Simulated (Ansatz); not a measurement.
C2H8N2Si can be A, `NC/N=C/[SiH3]`, or B, `C1NC[SiH2]N1`.

Isolated molecules relaxed with PBE0-D4/def2-TZVP in Ansatz; ΔE leaves out vibrations. CBS: MP2 limit from def2 TZ/QZ plus the TZ coupled-cluster correction, frozen cores. DFT in def2-TZVPP. B3LYP here is the variant with VWN-RPA as its local correlation; programs differ in this. One conformer a species, not always the lowest.

Q: Which isomer does CCSD(T)/CBS put lower? Give the gap. (An estimate is asked.)

A: The calculation gave: B, by 125.1 kJ/mol.

Q: Give E(B) − E(A) in kJ/mol with HF/def2-TZVPP, r2SCAN-D4, ωB97M-V, B2PLYP, CCSD/def2-TZVPP, B3LYP, PBE-D4. (Best estimate.)

A: Computed: HF/def2-TZVPP -110.1, r2SCAN-D4 -127.7, ωB97M-V -131.3, B2PLYP -115.4, CCSD/def2-TZVPP -122.5, B3LYP -106.4, PBE-D4 -120.7. None reverses the order clearly.

Largest T1 diagnostic: 0.011.

The D4 term adds −8.4 kJ/mol with B3LYP and −4.0 kJ/mol with PBE0; it sums over pairs of atoms, weighted by their polarisabilities, and B3LYP, whose exchange is more repulsive, gets the larger term. From PBE to PBE0 (25 % exact exchange), in def2-TZVPP and without D4, E(B) − E(A) moves by −17.6 kJ/mol.
